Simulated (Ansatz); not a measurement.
`CO[SiH](O)O[SiH3]` + `O[CH2][ZnH]` → `[SiH3]O[CH2][ZnH]` + `CO[SiH](O)O`  (ligand exchange at the Si–O bond)

Computed with Ansatz on PBE0-D4/def2-TZVP structures; ΔE is electronic, products minus reactants. CCSD(T)/CBS adds triple-zeta CCSD(T) − MP2 to the extrapolated MP2 energy (def2 sets, frozen cores). Functionals use def2-TZVPP. B3LYP here is the variant with VWN-RPA as its local correlation; programs differ in this. For Zn outer-core shells are correlated without core-valence functions, which leaves a few kJ/mol of doubt a bond. Scalar relativity is left out up to krypton. Each species was taken in one conformer, which may not be the lowest.

```
       level  ΔE (kJ/mol)
    B3LYP-D4          9.7
     ωB97M-V          6.1
      r2SCAN          7.9
HF/CBS(def2)         11.9
```

Q: What does CCSD(T)/CBS give? (Best estimate.)

A: Computed: +7.3 kJ/mol. The listed levels differ from it by 2.4, -1.2, 0.6, 4.6 kJ/mol.

Largest T1 diagnostic among the species: 0.014.

In def2-TZVPP, CCSD(T) changes the Hartree–Fock value by −5.0 kJ/mol (the triples alone add −1.0 kJ/mol) and MP2 by −6.8 kJ/mol.
